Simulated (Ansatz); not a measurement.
`[CH3][SnH2][CH2][SiH3]` + `CC[TeH]` → `CC[Te][SiH3]` + `[CH3][SnH2][CH3]`  (ligand exchange at the Si–C bond)

Program: Ansatz. Geometries: PBE0-D4/def2-TZVP. ΔE: electronic, gas phase. CBS: MP2 limit from def2 TZ/QZ plus the TZ coupled-cluster correction, frozen cores. Functionals use def2-TZVPP. def2 core potentials past Kr. For Sn, Te outer-core shells are correlated without core-valence functions, which leaves a few kJ/mol of doubt a bond. One conformer a species, not always the lowest.

(1) Is it downhill or uphill in electronic energy at CCSD(T)/CBS, and by how much? (Best estimate.)

(2) What do these levels give: PBE0-D4, ωB97X-V, PBE, MP2/def2-TZVPP, HF/def2-QZVPP, SCS-MP2/def2-QZVPP? (Best estimate.)

Largest T1 diagnostic among the species: 0.011.

## Answers

(1) The calculation gave: Downhill: ΔE = -53.8 kJ/mol.

(2) The calculation gave: PBE0-D4 -57.5, ωB97X-V -51.7, PBE -59.5, MP2/def2-TZVPP -54.6, HF/def2-QZVPP -53.8, SCS-MP2/def2-QZVPP -54.5 kJ/mol.
